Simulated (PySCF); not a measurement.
Field gradients at the hydrogen positions

Compound: C₉H₈F₂Si.
Cartesian coordinates in Å at the PBE0-D3(BJ)/def2-SVP level; atoms count from 1:
```
atom  x, y, z in Å
F1    -2.1732   -1.6975   -1.4608
C2    -2.3812   -0.9820   -0.3287
F3    -2.4020   -1.8723    0.6934
C4    -1.3028    0.0418   -0.1334
C5    -1.6516    1.3930   -0.0704
C6    -0.6832    2.3778    0.1055
C7     0.6609    2.0152    0.2221
C8     1.0302    0.6749    0.1631
C9     0.0467   -0.3251   -0.0161
C10    0.5647   -1.7089   -0.0610
C11    1.8976   -1.8776    0.0703
Si12   2.6937   -0.1986    0.2743
H13   -3.3793   -0.5153   -0.3969
H14   -2.7036    1.6779   -0.1624
H15   -0.9762    3.4288    0.1518
H16    1.4175    2.7926    0.3603
H17   -0.1333   -2.5389   -0.1955
H18    2.3511   -2.8706    0.0495
H19    3.6352    0.1786   -0.8240
H20    3.3933    0.0069    1.5792
```

Level: PBE0/pcSseg-1 (PySCF, non-relativistic); Q(2H) = 0.00286 b; rigid geometry, the same for H and D, with no vibrational averaging.

Question: Rank these positions by the coupling χzz of a deuteron there, largest first.
A. H15 (aromatic hydrogen)
B. H13 (methine hydrogen)
C. H17 (vinylic hydrogen)
D. H18 (vinylic hydrogen)
E. H19 (Si–H hydrogen)

Answer: D (209 kHz), A (204 kHz), C (200 kHz), B (177 kHz), E (94 kHz).

Q: What are Vzz, η and χzz (234.96 MHz × Q × Vzz) at all hydrogens?

A: 
```json
{"atom": "H13", "bonded to": "C2", "bond length (Å)": "1.104", "Vzz (au)": "0.2632", "η": "0.01", "χzz (kHz)": "177"}
{"atom": "H14", "bonded to": "C5", "bond length (Å)": "1.094", "Vzz (au)": "0.3001", "η": "0.08", "χzz (kHz)": "202"}
{"atom": "H15", "bonded to": "C6", "bond length (Å)": "1.092", "Vzz (au)": "0.3041", "η": "0.07", "χzz (kHz)": "204"}
{"atom": "H16", "bonded to": "C7", "bond length (Å)": "1.094", "Vzz (au)": "0.3007", "η": "0.06", "χzz (kHz)": "202"}
{"atom": "H17", "bonded to": "C10", "bond length (Å)": "1.093", "Vzz (au)": "0.2973", "η": "0.06", "χzz (kHz)": "200"}
{"atom": "H18", "bonded to": "C11", "bond length (Å)": "1.092", "Vzz (au)": "0.3117", "η": "0.03", "χzz (kHz)": "209"}
{"atom": "H19", "bonded to": "Si12", "bond length (Å)": "1.495", "Vzz (au)": "0.1401", "η": "0.02", "χzz (kHz)": "94"}
{"atom": "H20", "bonded to": "Si12", "bond length (Å)": "1.495", "Vzz (au)": "0.1403", "η": "0.02", "χzz (kHz)": "94"}
```

Q: Average by the element that carries the hydrogen.

A: on C: 199 kHz over 6 positions, mean bond length 1.095 Å; on Si: 94 kHz over 2 positions, mean bond length 1.495 Å.

Q: Give the 2H NMR doublet splittings at H13 for a magnetic field along the z, y and x axes of the gradient: 3χ/2, 3χ(1 + η)/4, 3χ(1 − η)/4.

A: With |χ| = 176.9 kHz and η = 0.011: 265, 134 and 131 kHz, to first order and without motion.

Geometry: PBE0-D3(BJ)/def2-SVP, one conformer, isolated molecule. A larger basis could move these couplings by a tenth or more.
